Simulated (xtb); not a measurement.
HF$_{5}$OW, singlet, geometry from GFN2-xTB (such geometries of metal compounds can be far from the true shape); GFN1-xTB in xtb.

Here is a job for xtb.
```
$ xtb mol.xyz --gfn 1 --hess --json

# file mol.xyz
8

W      0.00634034    -0.01303555     0.00301076
F     -0.78081071     1.60532460    -0.37077427
F      1.41436142     0.93232006     0.77031304
F      0.84277491     0.09380034    -1.65648816
F     -0.89290696     0.00926971     1.63268256
F     -1.46449346    -0.82925000    -0.79411864
O      0.78305903    -1.60994707     0.37184191
H      1.19601609    -2.45897504     0.56793790
```

The log (banner, timings and long lists left out):

```
   ID    Z sym.   atoms
    1   74 W      1
    2    9 F      2-6
    3    8 O      7
    4    1 H      8

           -------------------------------------------------
          |                Calculation Setup                |
           -------------------------------------------------

           -------------------------------------------------
          |                 G F N 1 - x T B                 |
           -------------------------------------------------

          ...................................................
          :                      SETUP                      :
          :.................................................:
          :  # basis functions                  36          :
          :  # atomic orbitals                  35          :
          :  # shells                           17          :
          :  # electrons                        48          :
          :  # halogen bonds                     0          :
          :  max. iterations                   250          :
          :  Hamiltonian                  GFN1-xTB          :
          :  restarted?                      false          :
          :  GBSA solvation                  false          :
          :  PC potential                    false          :
          :  electronic temp.          300.0000000     K    :
          :  accuracy                    1.0000000          :
          :  -> integral cutoff          0.2500000E+02      :
          :  -> integral neglect         0.1000000E-07      :
          :  -> SCF convergence          0.1000000E-05 Eh   :
          :  -> wf. convergence          0.2000000E-04 e    :
          :  Broyden damping             0.4000000          :
          :  net charge                          0          :
          :  unpaired electrons                  0          :
          ...................................................

 iter      E             dE          RMSdq      gap      omega  full diag
   1    -33.6595075 -0.336595E+02  0.102E+01    8.02       0.0  T
   2    -33.6943488 -0.348413E-01  0.505E+00    6.89       1.0  T
   3    -33.7000704 -0.572168E-02  0.111E+00    6.23       1.0  T
   4    -33.7001360 -0.655465E-04  0.580E-02    6.28       1.0  T
   5    -33.7001398 -0.379796E-05  0.422E-03    6.29       8.4  T
   6    -33.7001399 -0.757227E-07  0.112E-03    6.29      31.5  T
   7    -33.7001399 -0.191090E-08  0.440E-04    6.29      80.3  T
[...]
         :: total energy             -33.646934557928 Eh    ::
[...]
       5    278.11    -0.46072 ( 99.90%)    -0.54813 (  0.10%)    -0.46081
       6    278.12    -0.46071 ( 99.90%)    -0.54812 (  0.10%)    -0.46080
       7    284.67    -0.44885 ( 99.90%)    -0.54122 (  0.10%)    -0.44893
   ------------------------------------------------------------------------

   temp. (K)  partition function   enthalpy   heat capacity  entropy
                                   cal/mol     cal/K/mol   cal/K/mol   J/K/mol
 298.15  VIB   59.4                 3916.826     25.882     21.257
         ROT  0.793E+05              888.752      2.981     25.400
         INT  0.471E+07             4805.578     28.863     46.657
         TR   0.492E+28             1481.254      4.968     42.932
         TOT                        6286.8321    33.8314    89.5885   374.8384

       T/K    H(0)-H(T)+PV         H(T)/Eh          T*S/Eh         G(T)/Eh
   ------------------------------------------------------------------------
    298.15    0.100187E-01    0.324404E-01    0.425664E-01   -0.101260E-01
   ------------------------------------------------------------------------

         :::::::::::::::::::::::::::::::::::::::::::::::::::::
         ::                  THERMODYNAMIC                  ::
         :::::::::::::::::::::::::::::::::::::::::::::::::::::
         :: total free energy         -33.657060589926 Eh   ::
         ::.................................................::
         :: total energy              -33.646934557928 Eh   ::
         :: zero point energy           0.022421665564 Eh   ::
         :: G(RRHO) w/o ZPVE           -0.032547697562 Eh   ::
         :: G(RRHO) contrib.           -0.010126031997 Eh   ::
         :::::::::::::::::::::::::::::::::::::::::::::::::::::

           -------------------------------------------------
          | TOTAL ENERGY              -33.646934557928 Eh   |
          | TOTAL ENTHALPY            -33.614494187656 Eh   |
          | TOTAL FREE ENERGY         -33.657060589926 Eh   |
          | GRADIENT NORM               0.096950210276 Eh/α |
          | HOMO-LUMO GAP               6.290294453939 eV   |
           -------------------------------------------------
########################################################################
[WARNING] Runtime exception occurred
-1- hessian_numhess: Hessian on incompletely optimized geometry!
########################################################################

normal termination of xtb
```
